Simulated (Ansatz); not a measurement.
`BN(C)[SiH2]C` and `BN(C)CF` differ in one atom or group.

Ansatz, PBE0-D4/def2-TZVP geometries, multiplicity 1. Each molecule was computed in one conformer, which needn't be the lowest.

```csv
property,`BN(C)[SiH2]C`
HOMO–LUMO gap (ωB97M-V/def2-TZVPP) / eV,11.85
HOMO–LUMO gap (B3LYP/def2-TZVPP) / eV,7.35
HOMO energy (PBE0/def2-TZVPP) / eV,-7.84
HOMO energy (ωB97M-V/def2-TZVPP) / eV,-10.12
LUMO energy (PBE0/def2-TZVPP) / eV,-0.04
HOMO–LUMO gap (PBE/def2-TZVPP) / eV,5.63
```

(1) Give the same properties after the change, and the shifts. (Estimate.)

## Answers

(1) The calculation gave: 
| property | `BN(C)CF` | shift |
| --- | --- | --- |
| HOMO–LUMO gap (ωB97M-V/def2-TZVPP) / eV | 12.07 | 0.22 |
| HOMO–LUMO gap (B3LYP/def2-TZVPP) / eV | 7.50 | 0.15 |
| HOMO energy (PBE0/def2-TZVPP) / eV | -8.19 | -0.35 |
| HOMO energy (ωB97M-V/def2-TZVPP) / eV | -10.52 | -0.40 |
| LUMO energy (PBE0/def2-TZVPP) / eV | -0.23 | -0.19 |
| HOMO–LUMO gap (PBE/def2-TZVPP) / eV | 5.74 | 0.11 |

With PBE0 the HOMO falls by 0.35 eV and the LUMO falls by 0.19 eV, so the gap widens by about 0.16 eV. PBE moves the HOMO by -0.31 eV and ωB97M-V by -0.40 eV.

B3LYP here is the variant with VWN-RPA as its local correlation; programs differ in this.
